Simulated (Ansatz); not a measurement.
# Cost against result

Saddle point of GaNH₆, closed shell (GaNH₄ ([NH2][GaH2]) + H₂ → GaH₃ + NH₃ (still joined by a long Ga–N bond); bonds formed: Ga1–H6, N2–H5; bonds broken: H5–H6; bonds weakened to dative contacts: Ga1–N2), PBE0-D4/def2-TZVP structure:

Ga1  (-0.802, 0.335, -0.432)
N2  (1.056, -0.031, 0.131)
H3  (-1.212, -0.402, -1.745)
H4  (-1.388, 1.648, 0.173)
H5  (0.030, -0.753, 0.809)
H6  (-0.929, -0.945, 0.925)
H7  (1.674, -0.530, -0.494)
H8  (1.571, 0.678, 0.632)
(Å)

Barriers are electronic and count from the start structure reached by relaxing down the imaginary mode.

Ansatz 0.2.0; basis: as named in each row; cores frozen in the correlated methods. Filled d shells of the heavier atoms are correlated. The def2 sets are not built for correlating such inner shells, so the correlated values are less sure here. B3LYP uses VWN-RPA correlation. Extrapolation: Hartree–Fock as exp(−7.88 √X), correlation as X^−2.97.

Times are rough, for one single point on 2 threads of a shared host (Intel Xeon Platinum 8375C).

The estimate by CCSD(T) at an estimated basis limit (MP2 extrapolated from triple and quadruple zeta, plus CCSD(T) − MP2 in triple zeta) is 105.6 kJ/mol.

```json
{"method": "HF", "basis": "STO-3G", "time (s)": "under 1", "barrier (kJ/mol)": "206.0", "method less estimate": "100.3"}
{"method": "PBE-D4", "basis": "STO-3G", "time (s)": "under 1", "barrier (kJ/mol)": "170.0", "method less estimate": "64.4"}
{"method": "SPW92", "basis": "def2-SVP", "time (s)": "under 1", "barrier (kJ/mol)": "38.0", "method less estimate": "-67.6"}
{"method": "PBE-D4", "basis": "def2-SVP", "time (s)": "under 1", "barrier (kJ/mol)": "68.8", "method less estimate": "-36.8"}
{"method": "B3LYP-D4", "basis": "6-31G", "time (s)": "1", "barrier (kJ/mol)": "116.4", "method less estimate": "10.8"}
{"method": "PBE0-D4", "basis": "def2-SVP", "time (s)": "1", "barrier (kJ/mol)": "75.9", "method less estimate": "-29.7"}
{"method": "SPW92", "basis": "def2-TZVPP", "time (s)": "1", "barrier (kJ/mol)": "47.9", "method less estimate": "-57.7"}
{"method": "PBE-D4", "basis": "def2-TZVPP", "time (s)": "2", "barrier (kJ/mol)": "79.6", "method less estimate": "-26.1"}
{"method": "BLYP-D4", "basis": "def2-TZVPP", "time (s)": "2", "barrier (kJ/mol)": "97.2", "method less estimate": "-8.4"}
{"method": "BHLYP-D4", "basis": "def2-TZVPP", "time (s)": "2", "barrier (kJ/mol)": "107.7", "method less estimate": "2.1"}
{"method": "B3LYP-D4", "basis": "def2-TZVPP", "time (s)": "2", "barrier (kJ/mol)": "99.7", "method less estimate": "-5.9"}
{"method": "PBE0-D4", "basis": "def2-TZVPP", "time (s)": "3", "barrier (kJ/mol)": "85.5", "method less estimate": "-20.1"}
{"method": "CAM-B3LYP-D4", "basis": "def2-TZVPP", "time (s)": "3", "barrier (kJ/mol)": "99.5", "method less estimate": "-6.1"}
{"method": "RPA on PBE", "basis": "def2-TZVPP", "time (s)": "3", "barrier (kJ/mol)": "104.7", "method less estimate": "-0.9"}
{"method": "B2PLYP", "basis": "def2-TZVPP", "time (s)": "3", "barrier (kJ/mol)": "104.0", "method less estimate": "-1.7"}
{"method": "r2SCAN-D4", "basis": "def2-TZVPP", "time (s)": "3", "barrier (kJ/mol)": "84.9", "method less estimate": "-20.7"}
{"method": "r2SCAN0-D4", "basis": "def2-TZVPP", "time (s)": "3", "barrier (kJ/mol)": "89.7", "method less estimate": "-15.9"}
{"method": "CCSD(T)", "basis": "def2-SVP", "time (s)": "4", "barrier (kJ/mol)": "103.7", "method less estimate": "-2.0"}
{"method": "PBE-QIDH", "basis": "def2-TZVPP", "time (s)": "4", "barrier (kJ/mol)": "94.5", "method less estimate": "-11.2"}
{"method": "wB97M-V", "basis": "def2-SVP", "time (s)": "4", "barrier (kJ/mol)": "85.3", "method less estimate": "-20.3"}
{"method": "wB97X-V", "basis": "def2-TZVPP", "time (s)": "4", "barrier (kJ/mol)": "100.9", "method less estimate": "-4.8"}
{"method": "wB97M-V", "basis": "def2-TZVPP", "time (s)": "4", "barrier (kJ/mol)": "100.3", "method less estimate": "-5.3"}
{"method": "B97M-V", "basis": "def2-TZVPP", "time (s)": "6", "barrier (kJ/mol)": "89.1", "method less estimate": "-16.6"}
{"method": "MP2", "basis": "def2-QZVPP", "time (s)": "19", "barrier (kJ/mol)": "105.8", "method less estimate": "0.2"}
{"method": "CCSD(T)", "basis": "def2-TZVPP", "time (s)": "23", "barrier (kJ/mol)": "103.6", "method less estimate": "-2.1"}
```

All methods are single points on the PBE0-D4 structures.

T1 diagnostic: at most 0.015.

Labels in which every atom is bracketed show which atoms are joined, not bond orders.
